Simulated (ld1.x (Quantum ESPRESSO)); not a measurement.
**LDA (PZ) TM dataset for boron, non-relativistic all-electron reference.**

B, norm-conserving Troullier–Martins (Kleinman–Bylander form), made with ld1.x (Quantum ESPRESSO) 7.5 (LDA (PZ), non-relativistic). Core [He], reference 2s2 2p1. Waves: 2s (bound): rc 1.10 bohr; 2p (bound): rc 1.85 bohr. Local part: the p channel. Core correction: Bessel-smoothed model core, default radius (core density twice the valence density).

Poles of the logarithmic derivatives, all-electron (AE) and pseudo (PS). s: poles at 1.1 (AE) and 1.1 (PS) Ry. p: poles at 1.2 (AE) and 1.2 (PS) Ry. Test radius 2.01 bohr.

* Cutoffs needed: 25 Ry and 70 Ry (the cutoffs (Ry, on a coarse ladder) from which the occupation-weighted sum of valence levels, in a spherical-Bessel basis at the reference potential, stays within 10 and 1 mRy of its value at 400 Ry)
* Ghost test: no extra level below or beside the all-electron valence levels (s, p, d, f tested) (spherical-Bessel basis up to 400 Ry, 20 bohr box)
* Largest excitation error: +52 meV (all-electron minus pseudo) for 2s1 2p0, out of 7 test configurations
